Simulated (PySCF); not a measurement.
Vertical excitations of a molecule C2H9NOSi2 from TDA-CAM-B3LYP/def2-SVPD (PySCF), as energy in eV (oscillator strength): 3.22 (0.001), 5.69 (0.002), 6.37 (0.001), 6.66 (0.091), 7.03 (0.250), 7.14 (0.005). Lowest triplet (TDA): 2.57 eV. Coordinates come from a B3LYP-D3(BJ)/def2-SVP optimisation. One conformer was computed; it need not be the lowest.

Question: Which molecule gave these data?
A) C[SiH2]/N=C\[SiH2]O
B) C/C(=N\[SiH3])O[SiH3]
C) C[Si@@H]1CO[SiH2]N1
D) C[Si@H]1OC[Si@@H]1N

Answer: A, C[SiH2]/N=C\[SiH2]O
